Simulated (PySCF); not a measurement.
**`C[S@@](=O)[C@H]1C[C@H]1NC=O`, C5H9NO2S**

Geometry:
```
atom   x (Å)   y (Å)   z (Å)
  C1  -2.000   0.839  -1.218
  S2  -1.859  -0.715  -0.231
  O3  -1.175  -1.691  -1.095
  C4  -0.562  -0.063   0.888
  C5   0.489  -1.032   1.341
  C6   0.852   0.067   0.390
  N7   1.155  -0.250  -0.964
  C8   2.038   0.462  -1.685
  O9   2.647   1.427  -1.292
 H10  -2.645   0.634  -2.066
 H11  -2.449   1.593  -0.582
 H12  -1.023   1.156  -1.562
 H13  -0.963   0.662   1.581
 H14   0.424  -2.028   0.926
 H15   0.841  -0.996   2.360
 H16   1.452   0.901   0.737
 H17   0.625  -1.021  -1.360
 H18   2.145   0.061  -2.710
```

The calculation used GIAO HF/pcSseg-1 magnetisability, rotational g tensor and spin-rotation constants, non-relativistic, gas phase (PySCF). Geometry: GFN2-xTB.

(1) Give the nuclear spin-rotation constants along the inertial axes (H = +C I·J) beside the isotropic shieldings.

Results:

(1) Rotational constants 2.2805, 0.9712, 0.8521 GHz. A star marks the isotopologue with that one atom substituted, in its own axes.
| atom | isotope | Caa (kHz) | Cbb (kHz) | Ccc (kHz) | mean (kHz) | σ (ppm) |
| --- | --- | --- | --- | --- | --- | --- |
| N7 | 14N | 0.144 | 0.068 | 0.082 | 0.098 | 152.0 |
| H10 | 1H | -0.206 | -0.003 | -0.083 | -0.097 | 29.4 |
| H11 | 1H | -0.273 | -0.104 | 0.014 | -0.121 | 30.4 |
| H12 | 1H | 0.077 | -0.097 | -0.096 | -0.039 | 28.8 |
| H13 | 1H | -0.248 | -0.110 | -0.001 | -0.120 | 31.0 |
| H14 | 1H | -0.240 | -0.099 | -0.005 | -0.115 | 30.9 |
| H15 | 1H | -0.257 | 0.001 | -0.087 | -0.114 | 30.9 |
| H16 | 1H | -0.069 | -0.089 | -0.029 | -0.062 | 27.7 |
| H17 | 1H | -0.080 | -0.088 | -0.003 | -0.057 | 24.9 |
| H18 | 1H | -0.193 | -0.011 | 0.007 | -0.066 | 24.0 |
| C1 | 13C* | 0.432 | 0.144 | 0.127 | 0.234 | 153.8 |
| S2 | 33S* | 0.890 | 0.386 | 0.257 | 0.511 | 268.5 |
| O3 | 17O* | -0.029 | 0.099 | -0.178 | -0.036 | 349.0 |
| C4 | 13C* | 0.409 | 0.135 | 0.100 | 0.215 | 165.2 |
| C5 | 13C* | 0.241 | 0.134 | 0.074 | 0.149 | 188.6 |
| C6 | 13C* | 0.448 | 0.122 | 0.082 | 0.217 | 168.9 |
| C8 | 13C* | 0.851 | 0.339 | 0.296 | 0.495 | 24.5 |
| O9 | 17O* | -1.165 | -0.217 | -0.315 | -0.566 | -53.6 |

For the geometry as given, no vibrational averaging.
